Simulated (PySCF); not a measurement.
## Ionisation energy of Rh²³⁺ by level of theory

Rh²³⁺ [Ar] 3d4 (5D) → Rh²⁴⁺ [Ar] 3d3 (4F), as a difference of total energies. Computed with PySCF 2.14 in an even-tempered Gaussian basis (19 s from 2.7 bohr⁻², ratio 2.5; 12 p from 3.5 bohr⁻², ratio 2.5; 8 d from 3.5 bohr⁻², ratio 2.5; 4 f from 13 bohr⁻², ratio 2.7; 3 g from 20 bohr⁻², ratio 2.7), with the spin-free X2C one-electron Hamiltonian (Gaussian nucleus). Correlated levels: outer shells: [Ne] frozen; virtual orbitals above 40 to 60 times the deepest correlated orbital energy dropped. The calculations carry no spin-orbit coupling.

```json
{"method": "UHF", "ionisation energy (eV)": "1131.4"}
{"method": "LDA", "ionisation energy (eV)": "1132.0"}
{"method": "PBE", "ionisation energy (eV)": "1131.2"}
{"method": "PBE0", "ionisation energy (eV)": "1131.7"}
{"method": "r2SCAN", "ionisation energy (eV)": "1131.1"}
{"method": "B3LYP", "ionisation energy (eV)": "1131.7"}
{"method": "BHandHLYP", "ionisation energy (eV)": "1131.9"}
{"method": "MP2 (outer shells)", "ionisation energy (eV)": "1132.1"}
{"method": "SCS-MP2 (outer shells)", "ionisation energy (eV)": "1131.7"}
```

A first-order spin-orbit estimate (lowest level to lowest level, LS coupling) adds -1.353 eV.

Breit and QED terms and the two-electron picture change are absent.

For comparison: 1131 ± 4 eV (theoretical estimate listed by NIST; NIST Atomic Spectra Database, ionization energies).
